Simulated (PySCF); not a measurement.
Species: GaH2(CN), CH₂GaN.
SMILES: `[H][Ga]([H])[C]#N`

Jobs on this species (5 atoms, 46 electrons) with PySCF (density fitting). Hardware of each: one thread, Arm Neoverse V1 (shared host). Other jobs ran on the host; a repeat could differ by tens of per cent or more.

```
                                                             level and settings                                                                work  basis functions  SCF cycles  wall time
                                                  PBE/pcSseg-1 (pcSseg-2 on Ga)                                                          shieldings              107           ?          ?
delta-SCF UKS SCAN, pcX-2 on the ionised atom, pcseg-1 elsewhere, spin-free X2C                                       ΔSCF core ionisation, 2 holes               96           ?          ?
                                                                      PBE/pcJ-1                         spin–spin couplings from 4 perturbed nuclei              115           ?          ?
                                                 PBE0/pcSseg-1 (pcSseg-2 on Ga)                             shieldings, charges and field gradients              107          12      5.8 s
                                                            CAM-B3LYP/def2-SVPD  15 singlets by full TDDFT, 4 Tamm–Dancoff triplets, polarisability               94          11      5.3 s
                                             PBE0-D3(BJ)/def2-SVP, grid level 1                         geometry optimisation from a GFN2-xTB start               70          23      5.6 s
                                                B3LYP/pcSseg-1 (pcSseg-2 on Ga)                                                          shieldings              107          12      3.7 s
```

Task: Fill in the missing figures.

Result: 
- PBE/pcSseg-1 (pcSseg-2 on Ga); shieldings: 6.0 s, 13 SCF cycles
- delta-SCF UKS SCAN, pcX-2 on the ionised atom, pcseg-1 elsewhere, spin-free X2C; ΔSCF core ionisation, 2 holes: 3.8 s, 35 SCF cycles
- PBE/pcJ-1; spin–spin couplings from 4 perturbed nuclei: 6.3 s, 13 SCF cycles

Task: What do all jobs in the table cost together?

Result: About 36 s; the longest takes about 17 % of that, and about 1.7 times as long as the shortest.
